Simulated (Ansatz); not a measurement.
```yaml
crystal:
  periodic: [false, false, false]
  atoms:
    - {symbol: C, position_ang: [0.067427, 2.036291, -1.746346]}
    - {symbol: C, position_ang: [-0.156386, 1.960439, -0.245588]}
    - {symbol: C, position_ang: [-0.572545, 0.612743, 0.250554]}
    - {symbol: C, position_ang: [-1.147511, -0.440223, -0.495906]}
    - {symbol: C, position_ang: [-1.347867, -1.544787, 0.361164]}
    - {symbol: C, position_ang: [-0.904843, -1.180008, 1.647879]}
    - {symbol: C, position_ang: [-0.419271, 0.139011, 1.577311]}
    - {symbol: Ti, position_ang: [0.969804, -1.192206, 0.207292]}
    - {symbol: O, position_ang: [1.378489, -2.713065, 1.118020]}
    - {symbol: F, position_ang: [2.291323, -0.044954, 0.551660]}
    - {symbol: F, position_ang: [1.252487, -1.581524, -1.507893]}
    - {symbol: H, position_ang: [-0.847810, 1.816126, -2.300631]}
    - {symbol: H, position_ang: [0.834455, 1.328815, -2.069971]}
    - {symbol: H, position_ang: [0.391959, 3.037682, -2.033877]}
    - {symbol: H, position_ang: [0.754238, 2.257572, 0.282578]}
    - {symbol: H, position_ang: [-0.926204, 2.684061, 0.048227]}
    - {symbol: H, position_ang: [-1.336864, -0.430540, -1.558462]}
    - {symbol: H, position_ang: [-1.720459, -2.515705, 0.069473]}
    - {symbol: H, position_ang: [-0.862902, -1.827996, 2.509570]}
    - {symbol: H, position_ang: [0.051955, 0.686123, 2.381488]}
    - {symbol: H, position_ang: [2.250525, -3.087845, 0.953449]}
basis:
  gaussian: {orbitals: pcseg-2}
hamiltonian: {xc: {name: HF}}
correlation: {active_space: {window: {electrons: 3, orbitals: 2}}}
output: {forces: true}
```

```sh
$ ansatz run in.yaml --threads 4 --pin off --events-out ev --progress --plain --max-ram 66560MiB --backend cuda --devices 0, --max-vram 37GiB
```

Output, abridged:

```
Functional definition: HF
3075 factors; integrals over basis functions are off by at most 1.0e-3 eV
mean field evaluation 1: about -37903.0984 eV, gradient 8.1e1 eV
mean field evaluation 2: about -37903.6638 eV, gradient 8.1e1 eV
mean field evaluation 4: about -37916.7539 eV, gradient 1.3e1 eV
mean field evaluation 8: about -37917.2154 eV, gradient 7.6e-1 eV
mean field evaluation 16: about -37917.2179 eV, gradient 1.3e-6 eV
mean field -37917.21789169 eV, -1393.4320563062 hartree, gradient 1.3e-6 eV, S^2 0.000000; 0 other end points of the search recorded, 0 dependent functions left out
reference -37917.21789169 eV, -1393.4320563062 hartree; 50, 50 occupied and 446, 446 virtual orbitals, 3075 factors
Error: 3 electrons in 2 orbitals form no window around the highest filled level of the reference
```

(1) Something in this input is off. What?

Answers

(1) The active space doesn't fit the electrons. The run stopped with an error.
